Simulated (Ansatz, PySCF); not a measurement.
This Ansatz (a program for electronic structure) input computes a CAM-B3LYP/def2-TZVPD energy:

Ansatz 0.2 input:
```yaml
crystal:
  periodic: [false, false, false]
  atoms:
    - {symbol: Si, position_ang: [-0.95883881, -0.30942281, 0.02684695]}
    - {symbol: Cl, position_ang: [1.01896415, 0.28109145, -0.01699743]}
    - {symbol: H, position_ang: [-1.33338603, -1.13989588, -1.12352076]}
    - {symbol: H, position_ang: [-1.10636702, 1.22630442, -0.35157038]}
    - {symbol: H, position_ang: [-1.45889412, -0.53304401, 1.38819012]}
basis:
  gaussian:
    orbitals: def2-TZVPD
hamiltonian:
  xc: {name: CAM-B3LYP}
total_charge: 1
magnetization: {spin_polarized: true, initial_magnetization: 1}
output: {forces: true}
```

### Question
Write an input for the same energy in PySCF and say what it gives.

### Answer

```python
from pyscf import gto, scf, dft

mol = gto.M(
    atom='''
    Si   -0.95883881   -0.30942281    0.02684695
    Cl    1.01896415    0.28109145   -0.01699743
    H    -1.33338603   -1.13989588   -1.12352076
    H    -1.10636702    1.22630442   -0.35157038
    H    -1.45889412   -0.53304401    1.38819012
    ''',
    basis='def2-tzvpd',
    charge=1,
    spin=1,
    verbose=4,
)

mf = dft.UKS(mol, xc='camb3lyp').density_fit(auxbasis='def2-universal-jkfit')
mf.grids.level = 3
mf.conv_tol = 1e-9
mf.max_cycle = 100
mf.max_memory = 1500
mf.kernel()
if not mf.converged:
    mf = mf.newton()
    mf.kernel(mf.make_rdm1())
for _ in range(2):
    mo, _, stable, _ = mf.stability(return_status=True)
    if stable:
        break
    mf.kernel(mf.make_rdm1(mo, mf.mo_occ))
mf.analyze()
```
It gives -751.16120 Eh, and Ansatz -751.16115 Eh, a difference of 0.05 mEh, from the treatment of integrals and grids.
